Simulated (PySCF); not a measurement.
Working out the ionisation energy of Mn

Mn [Ar] 3d5 4s2 (6S) → Mn+ [Ar] 3d5 4s1 (7S). All numbers are calculated (PySCF 2.14, scalar relativity by spin-free X2C-1e, in cc-pVDZ-DK (6s5p3d1f, 43 functions)). Frozen: [Ar]. Energies in hartree (1 hartree = 27.21139 eV):

| part | Mn (lower) | Mn+ (upper) |
| --- | --- | --- |
| UHF | -1157.382338 | -1157.160677 |
| MP2 opposite-spin | -0.032587 | 0.000000 |
| MP2 same-spin | -0.068061 | -0.068392 |

What does Hartree-Fock give?

(-1157.160677) − (-1157.382338) = 0.221661 hartree = 6.032 eV.

What do MP2 and SCS-MP2 (6/5 opposite-spin, 1/3 same-spin) give?

The opposite-spin parts differ by 0.887 eV and the same-spin parts by -0.009 eV. MP2: 6.032 + (0.887) + (-0.009) = 6.910 eV. SCS-MP2: 6.032 + 1.2 × (0.887) + (-0.009)/3 = 7.093 eV.

Measured between the centres of the two terms (NIST): 7.434 eV, so MP2 (valence) is off by -0.524 eV.

A double-zeta basis recovers only part of the correlation energy.

What remains against the reference includes basis incompleteness, the frozen core and correlation beyond second order.
